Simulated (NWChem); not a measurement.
System: As, quartet

Results from NWChem. Pople sets run with spherical d functions. Spin-unrestricted. No stability test was run on the SCF state. Total energies compare along this basis series because the functional is fixed.

| level | basis functions | energy (Ha) | highest occupied level (eV) | lowest empty minus highest occupied level, either spin (eV) | <S²> |
|---|---|---|---|---|---|
| PBE/STO-3G | 18 | -2210.0711 | -2.16 | 2.82 | 3.75 |
| PBE/3-21G | 22 | -2224.7008 | -5.60 | 2.37 | 3.75 |
| PBE/6-31G* | 32 | -2235.1850 | -5.90 | 2.36 | 3.75 |
| PBE/6-311G** | 44 | -2235.4367 | -5.90 | 2.31 | 3.75 |
